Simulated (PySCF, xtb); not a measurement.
AsH4Si, SMILES [SiH3][AsH], multiplicity 2.

Harmonic wavenumbers (cm⁻¹) from GFN2-xTB (xtb 6.7.1) at its own minimum, in rising order: 127, 389, 441, 441, 672, 800, 804, 822, 1863, 2178, 2192, 2217.

### Question
What does PBE0-D3(BJ)/def2-TZVP (PySCF 2.14.0) give at its own minimum? (Estimate from the structure and the level; the computed values follow.)

### Answer
164, 362, 445, 474, 707, 881, 934, 938, 2187, 2209, 2218, 2233. Paired by order, the mean absolute difference is 72 cm⁻¹ and the zero-point energies are 18.5 and 19.7 kcal/mol.
